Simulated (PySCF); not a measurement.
Geometries of 4 isomers of C7H7N, from PySCF 2.14.0, PBE0-D3(BJ)/def2-SVP geometry optimisation, gas phase. One conformer each, no zero-point energy, no frequencies.

Question: Which isomer lies lowest at this level?
A.
```xyz
15
angstrom
N      2.965   -0.590   -0.086
C      2.130    0.352    0.079
C      0.651    0.301    0.073
C     -0.058   -0.889   -0.139
C     -1.448   -0.895   -0.135
C     -2.152    0.291    0.081
C     -1.459    1.481    0.293
C     -0.066    1.484    0.288
H      2.484   -1.484   -0.240
H      2.544    1.361    0.253
H      0.483   -1.824   -0.309
H     -1.989   -1.830   -0.301
H     -3.245    0.285    0.084
H     -2.006    2.412    0.462
H      0.481    2.416    0.454
```
B.
```xyz
15
angstrom
C     -2.413    1.003    0.055
C     -1.656   -0.073   -0.187
C     -0.196   -0.159   -0.065
C      0.616    0.913    0.334
C      1.992    0.728    0.421
N      2.607   -0.422    0.146
C      1.843   -1.441   -0.232
C      0.457   -1.365   -0.352
H     -3.498    0.962   -0.068
H     -1.991    1.958    0.381
H     -2.147   -0.997   -0.511
H      0.187    1.887    0.576
H      2.633    1.561    0.731
H      2.359   -2.383   -0.457
H     -0.116   -2.240   -0.669
```
C.
```xyz
15
angstrom
C      2.762   -0.201    0.164
N      1.907    0.494    0.788
C      0.548    0.387    0.473
C     -0.086   -0.847    0.264
C     -1.448   -0.895   -0.026
C     -2.189    0.281   -0.122
C     -1.565    1.511    0.096
C     -0.211    1.565    0.409
H      2.507   -0.878   -0.674
H      3.820   -0.135    0.452
H      0.490   -1.770    0.363
H     -1.934   -1.863   -0.174
H     -3.256    0.240   -0.350
H     -2.142    2.436    0.033
H      0.289    2.516    0.601
```
D.
```xyz
15
angstrom
C     -3.104    0.032    0.345
C     -1.780    0.250    0.311
C     -0.804   -0.817    0.268
C      0.547   -0.690    0.232
C      1.271    0.555    0.229
C      2.621    0.667    0.191
C      3.502   -0.450    0.148
N      4.226   -1.356    0.112
H     -3.818    0.859    0.377
H     -3.513   -0.983    0.343
H     -1.418    1.283    0.314
H     -1.213   -1.833    0.266
H      1.150   -1.603    0.202
H      0.702    1.488    0.260
H      3.094    1.653    0.193
```

Answer: A. That is `[H]/N=C\C1=CC=CC=C1` (phenylmethanimine), 6.2 kcal/mol below the next.

```csv
SMILES,atoms numbered as above,E (Eh),relative (kcal/mol),relative (kJ/mol),dipole (D)
[H]/N=C\c1ccccc1,[H]/[N:1]=[CH:2]\[c:3]1[cH:4][cH:5][cH:6][cH:7][cH:8]1,-325.08433,0.0,0.0,2.86
C=Nc1ccccc1,[CH2:1]=[N:2][c:3]1[cH:4][cH:5][cH:6][cH:7][cH:8]1,-325.07445,6.2,26.0,1.42
C=Cc1ccncc1,[CH2:1]=[CH:2][c:3]1[cH:4][cH:5][n:6][cH:7][cH:8]1,-325.07398,6.5,27.2,2.44
C=C/C=C\C=C/C#N,[CH2:1]=[CH:2]/[CH:3]=[CH:4]\[CH:5]=[CH:6]/[C:7]#[N:8],-325.01796,41.7,174.3,4.68
```

As drawn, the lowest has an aromatic ring, a C=N bond and an N–H bond, which the highest lacks; the highest has a C≡N group and a C=C bond outside aromatic rings, which the lowest lacks.
